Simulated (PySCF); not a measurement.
Gas-phase reaction: 3 Ge2O2 + 2 O3 → 6 GeO2

Energies from PySCF, thermal terms from the rigid-rotor harmonic-oscillator model, ideal gas at 1 bar. † marks an energy on the PBE0/def2-TZVP geometry and frequencies; other levels use their own. MP2 and CCSD(T) freeze the core. 6-31G* has spherical d functions here. All species are closed-shell singlets. B3LYP is the form with VWN-RPA correlation. Ge: all electrons, no relativistic terms. Ge2O2, GeO2: computed as isolated molecules; such fragments, hydroxides, amides, oligomers or adducts are transient or little studied in the gas. MP2 isn't extrapolated to the basis-set limit; its ΔH°(298 K) is -103.2 kJ in def2-SVP and -163.7 kJ in def2-TZVPP. CCSD(T) isn't extrapolated to the basis-set limit; its ΔH°(298 K) is 44.6 kJ in def2-SVP and -15.8 kJ in def2-TZVPP. The harmonic model lacks anharmonicity and excited electronic states, which grow with temperature; levels with a mode under 35 cm⁻¹ are left out. Strong static correlation: O3. Warning, large T1 diagnostic: GeO2, O3 (CCSD(T)/def2-SVP†, CCSD(T)/def2-TZVPP†).

| level | ΔE electronic, kJ | ΔH°(298 K), kJ | ΔS°(298 K), J/K | ΔG°(2000 K), kJ |
|---|---|---|---|---|
| B3LYP/6-31G* | 231 | 232 | 104 | 2 |
| BLYP/def2-TZVP† | -32 | -31 | 99 | -251 |
| CCSD(T)/def2-SVP† | 44 | 45 | 99 | -175 |
| CCSD(T)/def2-TZVPP† | -17 | -16 | 99 | -236 |
| HF/def2-TZVP† | 118 | 118 | 99 | -102 |
| MP2/def2-SVP† | -104 | -103 | 99 | -323 |
| MP2/def2-TZVPP† | -164 | -164 | 99 | -384 |
| PBE/def2-TZVP† | 19 | 19 | 99 | -201 |
| PBE0/def2-QZVP† | 83 | 84 | 99 | -136 |
| PBE0/def2-SVP† | 211 | 211 | 99 | -9 |
| PBE0/def2-TZVP | 92 | 93 | 99 | -127 |
ΔH° is lowest at MP2/def2-TZVPP† and highest at B3LYP/6-31G*. No reference value is set beside these.
